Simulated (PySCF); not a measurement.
Gas-phase XPS of TiH(OMe)3, computed

TiH(OMe)3, C3H10O3Ti (singlet state).
Cartesian coordinates in Å at the PBE0-D3(BJ)/def2-SVP level; atoms count from 1:
```xyz
17
C3H10O3Ti angstrom
Ti    -0.002    0.023    0.737
H      0.007    0.046    2.431
O      1.563   -0.649    0.297
C      2.559   -1.442   -0.241
H      3.220   -1.823    0.557
H      3.181   -0.866   -0.949
H      2.137   -2.310   -0.778
O     -0.207    1.709    0.277
C     -0.019    2.963   -0.271
H     -0.041    3.735    0.517
H     -0.817    3.199   -0.998
H      0.953    3.035   -0.792
O     -1.367   -1.006    0.323
C     -2.547   -1.537   -0.161
H     -3.113   -2.023    0.652
H     -2.347   -2.299   -0.936
H     -3.188   -0.755   -0.605
```

Method: delta-SCF UKS SCAN, pcX-2 on the ionised atom (unc-x2c-TZVPall on a metal), pcseg-1 elsewhere, spin-free X2C (PySCF). Each binding energy is the total energy of the core-ionised species, with the hole localised on one atom, minus that of the ground state; both are solved self-consistently, so orbital relaxation is included.

What binding energy does each computed site have?

```tsv
atom(s)	environment	level	binding energy (eV)	2p1/2 (eV)	count
C4/C9/C14	carbon bonded to O and 3 H	C 1s	292.22	–	3
Ti1	titanium bonded to 3 O and H	Ti 2p3/2	462.01	467.73	1
O3/O8/O13	oxygen bonded to C and Ti	O 1s	537.26	–	3
```

Which photon energy gives electrons from O 1s of O3/O8/O13 a kinetic energy of 200 eV, and what is their de Broglie wavelength?

hν = 537.26 + 200 = 737.26 eV, recoil neglected; λ = 12.264 Å/√(E/eV) = 0.87 Å.

Which effective nuclear charge Zeff reproduces each element's mean 1s value in the hydrogen-like formula E = 13.606 eV × Zeff²?

C (Z = 6): mean 292.2 eV, Zeff = 4.63, Z − Zeff = 1.37; O (Z = 8): mean 537.3 eV, Zeff = 6.28, Z − Zeff = 1.72. Means run over the listed sites, weighted by atom count.

Topologically equivalent atoms share the value of their first member; where this conformer doesn't relate them by symmetry, their own values could differ. The 2p values add to the ΔSCF energy of one spin-free hole a correction within the shell (spin–orbit coupling, ligand field). 2p1/2 minus 2p3/2 (ligand field included): Ti 5.72 eV. Satellites of the metal's 2p lines aren't described. Isolated species at its PBE0-D3(BJ)/def2-SVP geometry, gas phase. Metal 2p energies of this one-determinant scheme are less reliable than its 1s energies.
